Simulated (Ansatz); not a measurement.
Frontier orbitals of `FC1CCCCC1`.

Z-matrix (Å, degrees):
```
C
C 1 1.514
C 1 1.514 2 112.6
F 1 1.399 2 108.5 3 120.0
H 1 1.095 2 110.5 3 -124.2
C 2 1.523 1 111.9 3 -52.5
H 2 1.093 1 109.1 3 -175.9
H 2 1.097 1 107.7 3 68.4
C 3 1.523 1 111.9 2 52.5
H 3 1.093 1 109.1 2 175.9
H 3 1.097 1 107.7 2 -68.4
C 6 1.523 2 111.3 1 54.1
H 6 1.094 2 109.8 1 176.9
H 6 1.095 2 109.0 1 -66.6
H 9 1.094 3 109.8 1 -176.9
H 9 1.095 3 109.0 1 66.6
H 12 1.098 6 109.4 2 64.8
H 12 1.094 6 110.2 2 -178.4
```

The species carries charge 0 and has multiplicity 1. All single points use the PBE0-D4/def2-TZVP geometry. Basis def2-TZVPP, Ansatz 0.2.0.

A caution on the coupled-cluster cation, which keeps the state that its UHF reference found: large T1 diagnostic of the cation.

```json
{"functional": "PBE", "HOMO (eV)": "-7.03", "LUMO (eV)": "0.24", "gap (eV)": "7.27"}
{"functional": "PBE0", "HOMO (eV)": "-8.45", "LUMO (eV)": "1.04", "gap (eV)": "9.49"}
{"functional": "B3LYP", "HOMO (eV)": "-8.27", "LUMO (eV)": "0.71", "gap (eV)": "8.98"}
{"functional": "HSE06 (plane-wave form)", "HOMO (eV)": "-8.05", "LUMO (eV)": "0.67", "gap (eV)": "8.72"}
{"functional": "CAM-B3LYP", "HOMO (eV)": "-9.89", "LUMO (eV)": "1.80", "gap (eV)": "11.69"}
{"functional": "ωB97M-V", "HOMO (eV)": "-10.75", "LUMO (eV)": "2.46", "gap (eV)": "13.21"}
```

Task: What is the vertical ionisation energy at frozen-core CCSD(T)/CBS(def2)? (Best estimate.)

Result: Computed: 10.99 eV (T1 of the cation 0.052).

From PBE to PBE0 the HOMO moves by −1.42 eV and the LUMO by +0.80 eV, and with ωB97M-V by −3.72 and +2.22 eV, so the gap grows from 7.27 to 13.21 eV with exact exchange. A positive LUMO is unbound and depends on the basis. −ε(HOMO) differs from that ionisation energy by −3.97 eV with PBE and −0.24 eV with ωB97M-V.

B3LYP here is the variant with VWN-RPA as its local correlation; programs differ in this.
